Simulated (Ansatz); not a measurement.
Basis-set extrapolation for AlBFH3OS (`[OH][AlH][S]BF`) (PBE0-D4/def2-TZVP geometry, frozen core, the Gaussian-basis code of Ansatz). Multiplicity 1, RHF reference.

```
                      def2-TZVPP   def2-QZVPP
                 HF  -840.476926  -840.504930
    MP2 correlation    -0.842260    -0.914922
CCSD(T) correlation    -0.905225      not run
```

Energies in hartree. Use E(X) = E(∞) + A·exp(−7.88·√X) for Hartree–Fock and E(X) = E(∞) + B·X^(−2.97) for correlation, with X = 3 and 4, and add CCSD(T) minus MP2 of the smaller set to the MP2 limit.

What is the CCSD(T) energy at the basis-set limit?

HF limit: -840.504930 + (-0.028004) × 0.13774 = -840.50879. MP2 limit: -0.914922 + (-0.072662) × 0.74074 = -0.96875. Higher-order term: -0.905225 − (-0.842260) = -0.06296. Total: -841.54050 hartree, 415.7 kJ/mol below CCSD(T)/def2-TZVPP.
